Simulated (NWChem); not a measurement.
Molecule: C$_{3}$H$_{4}$ClFSi; SMILES FC(Cl)=C=C[SiH3]

Program: NWChem. Pople sets run with spherical d functions. All runs use the structure optimised with B3LYP/6-31G* (spherical d). Level: B3LYP/6-31G* with SMD (1 M gas to 1 M solution), gas-phase geometry. Reactions with the solvent are ignored.

For solvent water:

- solvation free energy (kcal/mol) = 2.8
- cavity-dispersion-structure term (kcal/mol) = 4.7
- dipole in solution (D) = 2.69

### Question
How do the values read with solvent toluene instead?

### Answer
solvation free energy (kcal/mol): -2.1
cavity-dispersion-structure term (kcal/mol): -1.0
dipole in solution (D): 2.29
